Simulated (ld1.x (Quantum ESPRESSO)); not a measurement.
**Transferability test, ultrasoft potential for germanium**

```
Element                 : Ge
Generator               : ld1.x (Quantum ESPRESSO) 7.5
Type                    : ultrasoft
Functional              : PBE
Relativity              : non-relativistic
Frozen core             : [Ar]
Valence charge          : 14
Reference configuration : 3d10 4s2 4p2
Partial waves           : 4s (bound): rcut 1.25, rcutus 1.55 bohr; 4s channel at 0.6 Ry: rcut 1.25, rcutus 1.55 bohr; 4p (bound): rcut 1.90, rcutus 2.20 bohr; 4p channel at 4.55 Ry: rcut 1.90, rcutus 2.20 bohr; 3d (bound): rcut 0.95, rcutus 1.30 bohr; 3d channel at -0.45 Ry: rcut 0.95, rcutus 1.30 bohr
Local potential         : all-electron potential smoothed inside 1.65 bohr (lloc = -1)
Core correction         : none
Augmentation charge     : PSQ, radius 0.85 bohr
```

Energies are relative to the spin-unpolarised reference configuration 3d10 4s2 4p2; without spin polarisation the order of configurations can differ from experiment.

Task: Give the all-electron excitation energy and the error of the potential for: 3d10 4s2 4p1; 3d10 4s2 4p0; 3d10 4s1 4p0; 3d9 4s2 4p2; 3d9 4s2 4p3; 3d10 4s2 4p2.3; 3d10 4s1 4p3.

Result:

```csv
valence configuration,charge,ΔE all-electron (eV),error AE − PS (meV)
3d10 4s2 4p1,+1,7.477,-9.7
3d10 4s2 4p0,+2,22.926,-63
3d10 4s1 4p0,+3,57.171,+12
3d9 4s2 4p2,+1,39.602,-242
3d9 4s2 4p3,0,30.514,-362
3d10 4s2 4p2.3,-0.3,-0.894,-0.3
3d10 4s1 4p3,0,7.590,-28
```
